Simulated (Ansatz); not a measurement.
LiB7⁻, relaxed as a doublet with UKS B3LYP-D4/def2-SVPD in Ansatz, starting from the GFN2-xTB geometry. Force threshold 0.02 eV/Å.

The structure comes from a short search, and lower isomers may exist.

Start:

```xyz
8

Li   -0.051   -2.356   -1.673
B     0.895   -0.302    1.380
B    -1.026    0.980   -0.683
B     0.106   -1.202    0.372
B     0.456    0.349   -0.150
B     0.688    1.223    1.361
B    -0.262    1.877    0.331
B    -0.806   -0.570   -0.938
```

```csv
step,energy (eV),largest force component (eV/Å),SCF passes
1,-4930.3031,1.659,28
2,-4930.5346,0.932,36
3,-4930.6578,0.385,34
4 (rejected),-4930.6134,0.702,41
5,-4930.6951,0.227,38
6,-4930.7030,0.074,35
7,-4930.7086,0.094,35
8,-4930.7123,0.162,34
9,-4930.7182,0.272,35
10,-4930.7434,0.191,33
11,-4930.7897,0.173,32
12,-4930.8427,0.225,33
13,-4930.9054,0.477,37
14,-4930.9979,0.562,37
15,-4931.1194,0.709,38
16,-4931.3702,1.000,34
17,-4931.6628,1.033,40
18,-4931.8196,0.683,39
19 (rejected),-4931.6651,0.849,32
20,-4931.8780,0.170,34
21 (rejected),-4931.8659,0.467,41
22,-4931.8839,0.042,35
23,-4931.8847,0.022,31
24,-4931.8848,0.011,26
```

Force components are those of the run's own axes.

End:

```tsv
atom	x (Å)	y (Å)	z (Å)
Li1	0.828	-0.573	-1.127
B2	0.899	-0.638	1.161
B3	-1.043	0.737	-0.966
B4	-0.421	-1.427	0.591
B5	-0.361	0.250	0.491
B6	1.218	0.844	0.687
B7	0.278	1.527	-0.396
B8	-1.399	-0.719	-0.441
```

Bonds formed: Li1–B2, Li1–B3, Li1–B5, Li1–B6, Li1–B7 (atoms count from 1).

No frequencies were taken in this run, so the end may be a saddle point.

Run time 87 s (4 threads of Arm Neoverse V1 on a shared host).
